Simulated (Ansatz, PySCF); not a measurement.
Molecule: SnBr3 (charge -1, singlet). 
Structure (B3LYP-D3(BJ)/def2-TZVP (Ansatz, an electronic-structure program) minimum search):
```
Sn
Br 1 2.6716
Br 1 2.6716 2 98.68
Br 1 2.6716 2 98.68 3 -100.24
```
Charge -1, spin multiplicity 1.

Total electronic energies in hartree. Valence correlation only, unless marked. No spin-orbit coupling. Frozen are the shells of the preceding noble gas and the d and f shells that filled before the atom's block. In def2 rows, elements after Kr have scalar-relativistic effective core potentials. STO-3G rows are all-electron and non-relativistic. Basis-set limits of correlation are two-point, X^-3; Hartree-Fock from the larger set.

```
level                                        program   energy (Eh)
------------------------------------  --------------  ------------
HF/def2-SVPD                                  Ansatz   -7929.92721
RI-HF/def2-QZVPPD                             Ansatz   -7931.01867
BLYP/def2-TZVPD                                PySCF   -7937.08136
PBE0/STO-3G                                   Ansatz  -13602.53264
PBE0-D3(BJ)/def2-TZVPD                Ansatz + dftd3   -7936.17200
PBE0-D4/def2-TZVPD                    Ansatz + dftd4   -7936.17226
r2SCAN0/def2-TZVPD                            Ansatz   -7937.05842
SCS-MP2/def2-SVP                              Ansatz   -7930.31849
CCSD(T)/CBS(def2-TZVPPD,def2-QZVPPD)          Ansatz    -7931.7795
```

Totals of different functionals don't rank their quality; only differences between species are comparable.
